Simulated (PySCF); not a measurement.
A made-up structure of BH3S2O, singlet:

```xyz
7
angstrom
O 0.7171 -2.1552 0.4825
B -0.2122 0.7341 0.2630
S -0.4724 -0.8564 -0.5834
S -0.8821 1.8362 -0.1359
H -1.7356 1.6622 -1.1804
H 0.5489 0.8113 1.1762
H 1.5020 -2.0998 -0.0847
```

It is relaxed with PBE-D4/def2-SVP and then PBE0-D4/def2-TZVP (PySCF 2.14 with density fitting (its default auxiliary sets; JK sets also for MP2 and CCSD(T))). Atoms count as bonded within 1.22 times the sum of their covalent radii (H–H: 0.88 Å). The end point is not checked to be a true minimum.

Q: Does its bonding change? (Judge from chemistry; the calculation decides.)

A: Computed: No: no bond forms or breaks.

Where it ends: The first stage lowers the energy by 5.50 eV in 14 steps. It ends as BH₃S₂O ([OH][S][BH][SH]):
```
7
angstrom
O 0.3658 -2.1069 -0.0187
B -0.0078 0.5448 0.4241
S -0.4908 -0.8123 -0.6046
S -0.7297 2.1663 0.2134
H -1.5620 1.8911 -0.8085
H 0.8080 0.3973 1.2771
H 1.1899 -2.1589 -0.5147
```

Labels in which every atom is bracketed show which atoms are joined, not bond orders.

For scale, one of the runs: PBE0-D4/def2-TZVP relaxation, 154 basis functions, launched by `OMP_NUM_THREADS=2 python run.py`. The run took 38 s on 2 CPU threads of an AMD EPYC 9B45 (shared host), with 1.4 GiB of host memory at its peak.
